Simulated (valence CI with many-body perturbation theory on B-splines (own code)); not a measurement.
# Questions on Os LIV

Computed by valence CI with perturbative core correlation (CI+MBPT): five valence electrons over a frozen Dirac-Fock core [Ar], a basis of 7 s, 7 p, 8 d, 6 f, 4 g, 1 h functions for each j, with the one-electron correlation potential Σ1 (screened to all orders), the two-electron term Σ2, the three-electron term Σ3, Breit, model QED; selected single and double excitations, second order for the rest, scaled by the run's own slope (own B-spline code, finite nucleus).

No measured spectrum was set against this ion. As an estimate, large intervals hold to a few tenths of a per cent, small ones and those within an open d or f shell to about a per cent. Among the levels kept, up to 570 cm⁻¹ of a level comes from second order outside the variational space, and about a tenth of that is noise between levels of different J, which matters for small intervals. Only levels of the ground parity were solved; by the run's estimate the other parity begins above the list, which can be wrong where configurations are misplaced.

Levels are named by their leading jj configuration (3d3/2^4 stands for four electrons in 3d with j = 3/2), which in mixed levels can hold well under half, so a name can repeat and another be missing.

Rates and lifetimes use the calculated energies. Strong lines usually hold to 10 to 20 %, long lifetimes can be off by a factor of two.

**Question.** What is the ground level?

**Answer.** (3d3/2^4 3d5/2) J=5/2, composition 26 % 3d⁵ ²D + 25 % 3d⁵ ⁴P + 18 % 3d⁵ ²F, g = 1.269.

**Question.** What is the ionisation energy?

**Answer.** 5052 eV; NIST lists 5052 ± 5 eV (theoretical).

**Question.** How well does LS coupling describe the low levels?

**Answer.** Among the lowest 20 levels the leading LS term, summed over configurations, holds 49 % on average. For single configurations the figures are 49 % in LS and 98 % in jj coupling. Terms mix most in the J = 5/2 level at 0 cm⁻¹, where the leading one holds 26 %.
